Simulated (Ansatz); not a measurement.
**Abstraction of H: SnH3Br + CH5GeS → SnH2Br + CH6GeS**

Species: SnH3Br `[Br][SnH3]`, singlet; CH5GeS `C[S][GeH2]`, doublet; SnH2Br `[Br][SnH2]`, doublet; CH6GeS `C[S][GeH3]`, singlet. A radical takes H: the energy is the difference in strength between the Sn–H bond broken and the Ge–H bond made.

Shapes, held fixed at every level: PBE0-D4/def2-TZVP. Flexible molecules stand in one conformer, not always the lowest. Programs: Ansatz 0.2.0. The zero-point and thermal change to 298 K, harmonic and unscaled (PBE0-D4/def2-TZVP), is +2.2 kJ/mol.

```
                level                    kind  ΔH(298 K) (kJ/mol)  less CCSD(T)/def2-TZVPP  CPU time (sum over the molecules)
       MP2/def2-TZVPP     perturbation theory               -34.3                     -2.0                                  –
  BHLYP-D4/def2-TZVPP           global hybrid               -33.3                     -1.0                               25 s
r2SCAN0-D4/def2-TZVPP           global hybrid               -32.4                     -0.1                               45 s
   wB97X-V/def2-TZVPP  range-separated hybrid               -31.5                     +0.8                               69 s
    B2PLYP/def2-TZVPP           double hybrid               -33.1                     -0.8                               39 s
     CCSD(T)/def2-SVP   coupled cluster or CI               -35.2                     -2.9                               44 s
        CCSD/def2-SVP   coupled cluster or CI               -35.7                     -3.4                                  –
   CCSD(T)/def2-TZVPP   coupled cluster or CI               -32.3                      0.0                             11 min
```

The highest level, CCSD(T)/def2-TZVPP, gives ΔH(298 K) = -32.3 kJ/mol; the levels span -35.7 to -31.5. The column of differences is taken from that level and isn't an error. No measured value is set beside it here. Open shells run unrestricted. For atoms past krypton def2 sets carry core potentials with scalar relativity. Relativity is left out for Br, Ge. Outer-core shells of Br, Ge, Sn are correlated, in sets that cover them unevenly. Times are processor times on shared x86 and Arm servers, and rough.
